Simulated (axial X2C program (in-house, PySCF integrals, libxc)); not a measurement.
Working with the constants of LiNi⁻

A bond curve at the PBE0 level, 2c, was computed with an in-house relativistic program for diatomic molecules (basis Ni dyall-acv3z [10s10p7d4f2g], Li dyall-av3z [9s9p3d] (cores contracted in-house)) for the state Ω = 3 (⟨Sz⟩ = 1.00, ⟨Lz⟩ = 2.00 at PBE0). Its fit gives Re = 2.4446 Å, ωe = 288.6 cm⁻¹, ωexe = 2.58 cm⁻¹ and αe = 6.456e-03 cm⁻¹; the masses are 57.9353 and 7.0160 u. Two-component means X2C with spin–orbit coupling and atomic mean-field Coulomb and Gaunt terms.

Task: Find the reduced mass, Be and the force constant.

Result: From the PBE0 values: μ = 6.2581 u. Be = 16.8576/(μ Re²) = 0.4508 cm⁻¹. k = 5.8918×10⁻⁷ μ ωe² = 0.307 mdyn/Å.

Task: A Morse curve ties αe to the other constants (Pekeris). How well does that hold?

Result: αe(Morse) = 6Be²/ωe × (√(ωexe/Be) − 1) = 5.882e-03 cm⁻¹; the PBE0 curve gives 6.456e-03 cm⁻¹, a ratio of 0.91.

Task: Where do the fundamental and the first overtone lie?

Result: ν(1←0) = ωe − 2ωexe = 283.4 cm⁻¹; ν(2←0) = 2ωe − 6ωexe = 561.7 cm⁻¹.

Task: Estimate the centrifugal constant by the Kratzer relation.

Result: D = 4Be³/ωe² = 4.40e-06 cm⁻¹.

The state is one determinant whose occupation by symmetry is held fixed; it was picked as the lowest of a PBE0 search that is not exhaustive. Density functionals use the spin component along the axis (collinear). The functionals have no current-density term, which raises determinants with orbital currents, atoms included. With several unpaired electrons one determinant need not be a pure state. A state of lower Ω lies just above, and one determinant can place such states too high, so the state shown need not be the lowest. The search has Ω = 2 only 0.01 eV up. The highest occupied level of some functionals is positive through self-interaction error; at Hartree–Fock it is bound. The lowest spin-free determinant has another configuration (M_S = 1, Λ = 1), so the order of states is uncertain and this need not be the ground state.
